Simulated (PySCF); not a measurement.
# B²⁺: excitation energy

B²⁺ [He] 2s1 (2S) → B²⁺ [He] 3d1 (2D), as a difference of total energies. All numbers are calculated (PySCF 2.14, the non-relativistic Hamiltonian (point nucleus), in aug-cc-pVTZ with one added diffuse shell each of s, p, d, f type (6s5p4d3f, 62 functions)). The calculations carry no spin-orbit coupling.

```csv
method,excitation energy (eV)
UHF,24.261
LDA,23.815
PBE,23.706
PBE0,23.876
r2SCAN,23.696
wB97M-V,24.142
M06-2X,23.897
wB97X,23.259
```

The promoted electron is Rydberg-like, and one or two diffuse shells describe it only roughly, which tends to raise the upper state.
